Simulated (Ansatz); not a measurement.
The cluster TaS₃⁻. The state is a singlet with charge -1. Geometry PBE-D4/def2-SVPD; atoms count from 1.

```
atom   x (Å)   y (Å)   z (Å)
 Ta1  -0.374  -0.551   0.104
  S2  -2.275  -1.023  -0.954
  S3   1.787   0.179   1.174
  S4   0.863   1.395  -0.323
```

In the def2 sets Ta takes a core potential; there is no spin–orbit coupling. The restricted singlet is unstable towards broken spin symmetry at other levels; at PBE0-D4/def2-TZVPD this wasn't settled. Another isomer (singlet) lies 2.28 eV lower at PBE0-D4/def2-TZVPD; other spin states weren't run for this one.

(1) Estimate the Mulliken populations from the PBE0/def2-TZVPD orbitals of Ansatz.

(2) And the Mayer bond orders between heavy atoms (over 0.3)?

Answers

(1) 
```json
{"atom": "Ta1", "charge (e)": "0.09", "d electrons": "2.82"}
{"atom": "S2", "charge (e)": "-0.47", "d electrons": "–"}
{"atom": "S3", "charge (e)": "-0.33", "d electrons": "–"}
{"atom": "S4", "charge (e)": "-0.29", "d electrons": "–"}
```
Mulliken values depend strongly on the basis. With diffuse functions, as here, like atoms can get unlike values, and bond orders can come out too low or too high.

(2) Ta1–S2 1.75 (2.23 Å); Ta1–S3 0.58 (2.52 Å); Ta1–S4 1.15 (2.34 Å); S3–S4 0.90 (2.14 Å).
